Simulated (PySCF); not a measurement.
## XPS shifts beside NMR shieldings

CH₇NSi₃.
Bonds: N1–C2 (triple), C2–Si3, Si3–Si4, Si4–Si5. Hydrogens: H6, H7 on Si3; H8, H9 on Si4; H10, H11, H12 on Si5.

Binding energies: delta-SCF UKS SCAN, pcX-2 on the ionised atom, pcseg-1 elsewhere, spin-free X2C (PySCF 2.14.0). Shieldings: GIAO CAM-B3LYP/pcSseg-2, non-relativistic, same geometry.

```
atom  isotropic shielding (ppm)
 Si3                      425.0
 Si4                      445.4
 Si5                      439.2
```

Q: What are the Si 1s binding energies of these atoms?

A: 
```json
{"atom": "Si4", "environment": "SiH2 silicon", "Si 1s (eV)": "1846.38", "isotropic shielding (ppm)": "445.4"}
{"atom": "Si5", "environment": "SiH3 silicon", "Si 1s (eV)": "1846.53", "isotropic shielding (ppm)": "439.2"}
{"atom": "Si3", "environment": "SiH2 silicon", "Si 1s (eV)": "1847.29", "isotropic shielding (ppm)": "425.0"}
```

Q: Among the listed atoms, is the one with the highest binding energy also the least shielded?

A: Yes: Si3 has both (1847.29 eV, 425.0 ppm).

By binding energy: Si4 < Si5 < Si3. By shielding: Si3 < Si5 < Si4.

Isolated species at its PBE0-D3(BJ)/def2-SVP geometry (one conformer only).

The values belong to the conformer `[N:1]#[C:2][SiH2:3][SiH2:4][SiH3:5]`: C2–Si3–Si4–Si5 -54°.
